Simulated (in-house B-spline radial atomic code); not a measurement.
Computed with a B-spline radial atomic code. Model: two electrons, singlet ground state, non-relativistic, full CI in B-splines with partial waves to l = 8 (at full coupling up to 3e-4 hartree above the limit, correlation up to 0.6 % small), density held at that of full coupling by Lieb maximisation.

W(λ) is the mean repulsion in the state of coupling λ less the Hartree energy of the fixed density. Its start is exact exchange, its initial slope is twice the second-order Görling-Levy correlation energy, and its area from 0 to 1 is E_xc. A straight curve means weak, dynamic correlation, and a curve that drops fast and flattens means strong correlation.

Command:
```bash
python run_ac.py task.json out
```
Settings (lengths in bohr, energies in hartree):
```
potential              yukawa
strength               4.23
lmax                   8
second                 1.24
```

Run time, properties included: 12 s on 1 thread of Intel(R) Xeon(R) Processor @ 2.30GHz (shared host).

**W = mean repulsion less Hartree energy, and W of three functionals.**

Given: confinement screened point charge; nuclear charge 4.23; screening of the nucleus 1.24 1/bohr; external potential -Z exp(-k r)/r.

Computed: PBE exchange minus exact 26.438 millihartree; SCAN exchange minus exact -10.547 millihartree.

```json
{"coupling": "0", "W xc (hartree)": "-2.2301", "W xc minus exchange (millihartree)": "0", "kinetic minus Kohn-Sham (millihartree)": "0", "LDA (PW92) W minus its exchange (millihartree)": "0", "PBE W minus its exchange (millihartree)": "0", "SCAN W minus its exchange (millihartree)": "0"}
{"coupling": "0.02", "W xc (hartree)": "?", "W xc minus exchange (millihartree)": "?", "kinetic minus Kohn-Sham (millihartree)": "?", "LDA (PW92) W minus its exchange (millihartree)": "?", "PBE W minus its exchange (millihartree)": "?", "SCAN W minus its exchange (millihartree)": "?"}
{"coupling": "0.05", "W xc (hartree)": "-2.2349", "W xc minus exchange (millihartree)": "-4.782", "kinetic minus Kohn-Sham (millihartree)": "0.1", "LDA (PW92) W minus its exchange (millihartree)": "-28.79", "PBE W minus its exchange (millihartree)": "-4.45", "SCAN W minus its exchange (millihartree)": "-4.54"}
{"coupling": "0.12", "W xc (hartree)": "-2.2415", "W xc minus exchange (millihartree)": "-11.394", "kinetic minus Kohn-Sham (millihartree)": "0.7", "LDA (PW92) W minus its exchange (millihartree)": "-56.74", "PBE W minus its exchange (millihartree)": "-10.76", "SCAN W minus its exchange (millihartree)": "-10.72"}
{"coupling": "0.25", "W xc (hartree)": "-2.2535", "W xc minus exchange (millihartree)": "-23.424", "kinetic minus Kohn-Sham (millihartree)": "2.9", "LDA (PW92) W minus its exchange (millihartree)": "-97.5", "PBE W minus its exchange (millihartree)": "-22.49", "SCAN W minus its exchange (millihartree)": "-21.83"}
{"coupling": "0.4", "W xc (hartree)": "-2.267", "W xc minus exchange (millihartree)": "-36.916", "kinetic minus Kohn-Sham (millihartree)": "7.3", "LDA (PW92) W minus its exchange (millihartree)": "-135.77", "PBE W minus its exchange (millihartree)": "-35.9", "SCAN W minus its exchange (millihartree)": "-34.15"}
{"coupling": "0.6", "W xc (hartree)": "-2.2844", "W xc minus exchange (millihartree)": "-54.287", "kinetic minus Kohn-Sham (millihartree)": "16", "LDA (PW92) W minus its exchange (millihartree)": "-178.64", "PBE W minus its exchange (millihartree)": "-53.42", "SCAN W minus its exchange (millihartree)": "-49.85"}
{"coupling": "0.8", "W xc (hartree)": "-2.3011", "W xc minus exchange (millihartree)": "-70.988", "kinetic minus Kohn-Sham (millihartree)": "27.6", "LDA (PW92) W minus its exchange (millihartree)": "-215.52", "PBE W minus its exchange (millihartree)": "-70.44", "SCAN W minus its exchange (millihartree)": "-64.83"}
{"coupling": "1", "W xc (hartree)": "-2.3172", "W xc minus exchange (millihartree)": "-87.054", "kinetic minus Kohn-Sham (millihartree)": "42.1", "LDA (PW92) W minus its exchange (millihartree)": "-248.22", "PBE W minus its exchange (millihartree)": "-86.94", "SCAN W minus its exchange (millihartree)": "-79.17"}
{"coupling": "1.4", "W xc (hartree)": "-2.3475", "W xc minus exchange (millihartree)": "-117.42", "kinetic minus Kohn-Sham (millihartree)": "78.4", "LDA (PW92) W minus its exchange (millihartree)": "-304.77", "PBE W minus its exchange (millihartree)": "-118.34", "SCAN W minus its exchange (millihartree)": "-106.15"}
{"coupling": "2", "W xc (hartree)": "-2.3891", "W xc minus exchange (millihartree)": "-158.99", "kinetic minus Kohn-Sham (millihartree)": "148.9", "LDA (PW92) W minus its exchange (millihartree)": "-374.67", "PBE W minus its exchange (millihartree)": "-161.67", "SCAN W minus its exchange (millihartree)": "-142.98"}
{"coupling": "3", "W xc (hartree)": "?", "W xc minus exchange (millihartree)": "?", "kinetic minus Kohn-Sham (millihartree)": "?", "LDA (PW92) W minus its exchange (millihartree)": "?", "PBE W minus its exchange (millihartree)": "?", "SCAN W minus its exchange (millihartree)": "?"}
{"coupling": "4.5", "W xc (hartree)": "-2.5233", "W xc minus exchange (millihartree)": "-293.23", "kinetic minus Kohn-Sham (millihartree)": "573.9", "LDA (PW92) W minus its exchange (millihartree)": "-570.48", "PBE W minus its exchange (millihartree)": "-304.15", "SCAN W minus its exchange (millihartree)": "-263.3"}
{"coupling": "7", "W xc (hartree)": "-2.6158", "W xc minus exchange (millihartree)": "-385.67", "kinetic minus Kohn-Sham (millihartree)": "1098.9", "LDA (PW92) W minus its exchange (millihartree)": "-694.18", "PBE W minus its exchange (millihartree)": "-405.88", "SCAN W minus its exchange (millihartree)": "-349.25"}
{"coupling": "10", "W xc (hartree)": "-2.6943", "W xc minus exchange (millihartree)": "-464.19", "kinetic minus Kohn-Sham (millihartree)": "1759.5", "LDA (PW92) W minus its exchange (millihartree)": "-798.46", "PBE W minus its exchange (millihartree)": "-496.44", "SCAN W minus its exchange (millihartree)": "-425.4"}
```

Problem. What belongs in the row 0.02?

Solution. W xc (hartree): -2.232; W xc minus exchange (millihartree): -1.919; kinetic minus Kohn-Sham (millihartree): 0; LDA (PW92) W minus its exchange (millihartree): -13.73; PBE W minus its exchange (millihartree): -1.77; SCAN W minus its exchange (millihartree): -1.83.

Problem. What belongs in the row 3?

Solution. W xc (hartree): -2.4494; W xc minus exchange (millihartree): -219.29; kinetic minus Kohn-Sham (millihartree): 298.8; LDA (PW92) W minus its exchange (millihartree): -466.56; PBE W minus its exchange (millihartree): -225.13; SCAN W minus its exchange (millihartree): -196.6.

Problem. What is the LDA exchange minus exact?

Solution. 308.02 millihartree.

**Energy parts, natural occupations and partial-wave weights.**

Computed: total energy -7.0616 hartree; correlation energy -0.04497 hartree; kinetic part of the DFT correlation energy 0.042084 hartree; initial slope twice GL2 -0.096179 hartree; kinetic part over minus potential part 0.48343; Hartree energy 4.4602 hartree; Lieb Oxford ratio E_xc over LDA exchange 1.1836.

```
natural  occupation of the shell (electrons)
      s                               1.9961
      p                                    ?
      s                            0.0018001
      d                           9.6493e-05
      p                           7.7119e-05
      s                             4.06e-05
```

Problem. What belongs in the row p?

Solution. occupation of the shell (electrons): 0.001889.

```
wave      weight
   s     0.99895
   p           ?
   d  5.4707e-05
   f  7.9647e-06
   g  1.8759e-06
```

Problem. What belongs in the row p?

Solution. weight: 0.00098723.

Problem. What is the Kohn-Sham kinetic?

Solution. 13.493 hartree.

Problem. What is the exchange energy?

Solution. -2.2301 hartree.

Half-way to full coupling W has made 52 % of its drop, against 50 % for a straight line, and second-order (GL2) theory, half the initial slope, overshoots the correlation energy by about 7 %: correlation is weak here. Over couplings 0 to 1 the errors in E_xc come to about +204 millihartree for LDA, +27 millihartree for PBE, -6.9 millihartree for SCAN, so SCAN is nearest. In LDA and SCAN the errors of exchange and correlation have opposite signs, so the sum is smaller than the larger of the two.
